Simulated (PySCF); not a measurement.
B3LYP has the VWN-RPA correlation part, as in Gaussian. 

Cartesian coordinates (Å):
SMILES: [SiH3][SiH]1CC1
```xyz
12

Si     2.1088     0.1407    -0.0474
Si    -0.1227     0.7495    -0.2332
C     -1.3798    -0.5732    -0.6249
C     -1.3763    -0.1166     0.8443
H      2.8227     0.9771     0.9479
H      2.1498    -1.2741     0.3969
H      2.8172     0.2570    -1.3453
H     -0.4516     2.1249    -0.6604
H     -2.2488    -0.3026    -1.2131
H     -1.0413    -1.5841    -0.8183
H     -2.2436     0.4400     1.1797
H     -1.0349    -0.8404     1.5748
```
Charge 0, spin multiplicity 1.

Task: What LUMO, dipole moment and HOMO–LUMO gap does B3LYP-D3(BJ)/def2-TZVP (PySCF) give?

Result: 
```yaml
LUMO: -0.38 eV
dipole_moment: 0.032 e·Å
HOMO–LUMO gap: 6.28 eV
```
